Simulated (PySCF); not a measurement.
Correlation energy of Cu⁺ (copper, charge +1)

[Ar] 3d9 4s1, high-spin 3D determinant (an excited configuration). Computed with PySCF 2.14 in x2c-QZVPPall (11s7p6d4f2g, 108 functions), with scalar relativity by spin-free X2C-1e. Frozen: [Ne]; 18 electrons correlated.

MP2 pair energies summed by pair of shells (mhartree):

| pair | energy | share (%) |
| --- | --- | --- |
| 3d-3d | -366.17 | 48.8 |
| 3p-3d | -215.88 | 28.8 |
| 3s-3d | -53.68 | 7.1 |
| 3p-3p | -50.13 | 6.7 |
| 3d-4s | -29.05 | 3.9 |
| 3s-3p | -26.12 | 3.5 |
| 3p-4s | -4.84 | 0.6 |
| 3s-3s | -4.43 | 0.6 |
| 3s-4s | -0.50 | 0.1 |

Total MP2 correlation energy: -750.78 mhartree.

Same-spin part -250.43 and opposite-spin part -500.35 mhartree; SCS-MP2 scales them by 1/3 and 6/5 to -683.90 mhartree.

This basis was not built for core-valence correlation, so the inner-shell part is incomplete.
